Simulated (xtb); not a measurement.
xtb input (GFN1-xTB):

```bash
xtb mol.xyz --gfn 1 --sp --chrg 0 --uhf 0
```
mol.xyz:
```
12

C      1.96845865    -0.10294907     0.01151639
C      0.54514900    -0.46544654    -0.29445849
O      0.21370753    -1.41894321    -0.95774381
C     -0.54514900     0.46544654     0.29445849
O     -0.21370753     1.41894321     0.95774381
C     -1.96845865     0.10294907    -0.01151639
H      2.18186872     0.90524642    -0.34909671
H      2.63766789    -0.82349551    -0.45157470
H      2.12208968    -0.07654720     1.09213855
H     -2.12208968     0.07654720    -1.09213855
H     -2.18186872    -0.90524642     0.34909671
H     -2.63766789     0.82349551     0.45157470
```

Output:

```
           -------------------------------------------------
          |                Calculation Setup                |
           -------------------------------------------------

           -------------------------------------------------
          |                 G F N 1 - x T B                 |
           -------------------------------------------------

        Reference                      10.1021/acs.jctc.7b00118
      * Hamiltonian:
        H0-scaling (s, p, d)           1.850000    2.250000    2.000000
        zeta-weighting                 0.000000
      * Dispersion:
        s8                             2.400000
        a1                             0.630000
        a2                             5.000000
        s9                             0.000000
      * Repulsion:
        kExp                           1.500000
        rExp                           1.000000
      * Coulomb:
        alpha                          2.000000
        third order                    atomic
        anisotropic                    false
      * Halogen bond correction:
        rad-scale                      1.300000
        damping                        0.440000

          ...................................................
          :                      SETUP                      :
          :.................................................:
          :  # basis functions                  36          :
          :  # atomic orbitals                  36          :
          :  # shells                           24          :
          :  # electrons                        34          :
          :  # halogen bonds                     0          :
          :  max. iterations                   250          :
          :  Hamiltonian                  GFN1-xTB          :
          :  restarted?                      false          :
          :  GBSA solvation                  false          :
          :  PC potential                    false          :
          :  electronic temp.          300.0000000     K    :
          :  accuracy                    1.0000000          :
          :  -> integral cutoff          0.2500000E+02      :
          :  -> integral neglect         0.1000000E-07      :
          :  -> SCF convergence          0.1000000E-05 Eh   :
          :  -> wf. convergence          0.2000000E-04 e    :
          :  Broyden damping             0.4000000          :
          :  net charge                          0          :
          :  unpaired electrons                  0          :
          ...................................................

 iter      E             dE          RMSdq      gap      omega  full diag
   1    -21.1469726 -0.211470E+02  0.805E+00    3.02       0.0  T
   2    -21.2698620 -0.122889E+00  0.487E+00    2.28       1.0  T
   3    -21.2706815 -0.819480E-03  0.214E+00    2.59       1.0  T
   4    -21.2823701 -0.116886E-01  0.130E-01    2.42       1.0  T
   5    -21.2824524 -0.822860E-04  0.502E-02    2.44       1.0  T
   6    -21.2824826 -0.301477E-04  0.134E-02    2.43       2.2  T
   7    -21.2824851 -0.256421E-05  0.148E-03    2.43      19.5  T
   8    -21.2824852 -0.200153E-07  0.203E-04    2.43     142.2  T
   9    -21.2824852 -0.674639E-09  0.710E-05    2.43     406.5  T
  10    -21.2824852 -0.493046E-10  0.493E-07    2.43   58588.6  T

   *** convergence criteria satisfied after 10 iterations ***

         #    Occupation            Energy/Eh            Energy/eV
      -------------------------------------------------------------
         1        2.0000           -0.8168635             -22.2280
       ...           ...                  ...                  ...
        11        2.0000           -0.5607824             -15.2597
        12        2.0000           -0.5512492             -15.0003
        13        2.0000           -0.5437391             -14.7959
        14        2.0000           -0.5391211             -14.6702
        15        2.0000           -0.5329149             -14.5014
        16        2.0000           -0.5107919             -13.8994
        17        2.0000           -0.4420441             -12.0286 (HOMO)
        18                         -0.3527275              -9.5982 (LUMO)
        19                         -0.2484144              -6.7597
        20                         -0.1551170              -4.2209
        21                         -0.1472771              -4.0076
        22                         -0.0867406              -2.3603
       ...                                ...                  ...
        36                          0.7461358              20.3034
      -------------------------------------------------------------
                  HL-Gap            0.0893166 Eh            2.4304 eV
             Fermi-level           -0.3973858 Eh          -10.8134 eV

 SCC (total)                   0 d,  0 h,  0 min,  0.016 sec
 SCC setup                      ...        0 min,  0.000 sec (  1.528%)
 Dispersion                     ...        0 min,  0.000 sec (  0.759%)
 classical contributions        ...        0 min,  0.000 sec (  0.419%)
 integral evaluation            ...        0 min,  0.004 sec ( 22.789%)
 iterations                     ...        0 min,  0.005 sec ( 29.085%)
 molecular gradient             ...        0 min,  0.007 sec ( 43.075%)
 printout                       ...        0 min,  0.000 sec (  2.136%)

         :::::::::::::::::::::::::::::::::::::::::::::::::::::
         ::                     SUMMARY                     ::
         :::::::::::::::::::::::::::::::::::::::::::::::::::::
         :: total energy             -21.065910550042 Eh    ::
         :: gradient norm              0.021839246004 Eh/a0 ::
         :: HOMO-LUMO gap              2.430427649056 eV    ::
         ::.................................................::
         :: SCC energy               -21.282485167744 Eh    ::
         :: -> electrostatic           0.092038321157 Eh    ::
         :: repulsion energy           0.220373466428 Eh    ::
         :: dispersion energy         -0.003798848726 Eh    ::
         :: halogen bond corr.         0.000000000000 Eh    ::
         :: add. restraining           0.000000000000 Eh    ::
         :: total charge               0.000000000000 e     ::
         :::::::::::::::::::::::::::::::::::::::::::::::::::::

           -------------------------------------------------
          |                Property Printout                |
           -------------------------------------------------

    * Orbital Energies and Occupations

         #    Occupation            Energy/Eh            Energy/eV
      -------------------------------------------------------------
         1        2.0000           -0.8168635             -22.2280
       ...           ...                  ...                  ...
         5        2.0000           -0.6647628             -18.0891
         6        2.0000           -0.6300404             -17.1443
         7        2.0000           -0.6231915             -16.9579
         8        2.0000           -0.6212891             -16.9061
         9        2.0000           -0.5937417             -16.1565
        10        2.0000           -0.5913228             -16.0907
        11        2.0000           -0.5607824             -15.2597
        12        2.0000           -0.5512492             -15.0003
        13        2.0000           -0.5437391             -14.7959
        14        2.0000           -0.5391211             -14.6702
        15        2.0000           -0.5329149             -14.5014
        16        2.0000           -0.5107919             -13.8994
        17        2.0000           -0.4420441             -12.0286 (HOMO)
        18                         -0.3527275              -9.5982 (LUMO)
Note: The following floating-point exceptions are signalling: IEEE_DENORMAL
normal termination of xtb
        19                         -0.2484144              -6.7597
        20                         -0.1551170              -4.2209
        21                         -0.1472771              -4.0076
        22                         -0.0867406              -2.3603
        23                         -0.0865202              -2.3543
        24                         -0.0831708              -2.2632
        25                         -0.0817866              -2.2255
        26                          0.0082586               0.2247
        27                          0.1391076               3.7853
        28                          0.1442626               3.9256
       ...                                ...                  ...
        36                          0.7461358              20.3034
      -------------------------------------------------------------
                  HL-Gap            0.0893166 Eh            2.4304 eV
             Fermi-level           -0.3973858 Eh          -10.8134 eV

  Mulliken/CM5 charges         n(s)   n(p)   n(d)
     1C    -0.11692 -0.25762   1.018  3.099  0.000
     2C     0.37734  0.40381   1.086  2.537  0.000
     3O    -0.47170 -0.52181   1.732  4.740  0.000
     4C     0.37734  0.40381   1.086  2.537  0.000
     5O    -0.47170 -0.52181   1.732  4.740  0.000
     6C    -0.11692 -0.25762   1.018  3.099  0.000
     7H     0.07325  0.12776   0.927  0.000  0.000
     8H     0.06478  0.12011   0.935  0.000  0.000
     9H     0.07325  0.12776   0.927  0.000  0.000
    10H     0.07325  0.12776   0.927  0.000  0.000
    11H     0.07325  0.12776   0.927  0.000  0.000
    12H     0.06478  0.12011   0.935  0.000  0.000

Wiberg/Mayer (AO) data.
largest (>0.10) Wiberg bond orders for each atom

 ---------------------------------------------------------------------------
     #   Z sym  total        # sym  WBO       # sym  WBO       # sym  WBO
 ---------------------------------------------------------------------------
     1   6 C    3.993 --     2 C    1.016     8 H    0.982     7 H    0.956
                             9 H    0.956
     2   6 C    3.832 --     3 O    1.822     1 C    1.016     4 C    0.895
     3   8 O    2.020 --     2 C    1.822
     4   6 C    3.832 --     5 O    1.822     6 C    1.016     2 C    0.895
     5   8 O    2.020 --     4 C    1.822
     6   6 C    3.993 --     4 C    1.016    12 H    0.982    11 H    0.956
                            10 H    0.956
     7   1 H    1.000 --     1 C    0.956
     8   1 H    1.002 --     1 C    0.982
     9   1 H    1.000 --     1 C    0.956
    10   1 H    1.000 --     6 C    0.956
    11   1 H    1.000 --     6 C    0.956
    12   1 H    1.002 --     6 C    0.982
 ---------------------------------------------------------------------------

Topologies differ in total number of bonds
Writing topology from bond orders to xtbtopo.mol

 dipole moment from electron density (au)
     X       Y       Z
   0.0000   0.0000  -0.0000  total (Debye):    0.000

           -------------------------------------------------
          | TOTAL ENERGY              -21.065910550042 Eh   |
          | GRADIENT NORM               0.021839246004 Eh/α |
          | HOMO-LUMO GAP               2.430427649056 eV   |
           -------------------------------------------------

------------------------------------------------------------------------
------------------------------------------------------------------------
 total:
 SCF:
```
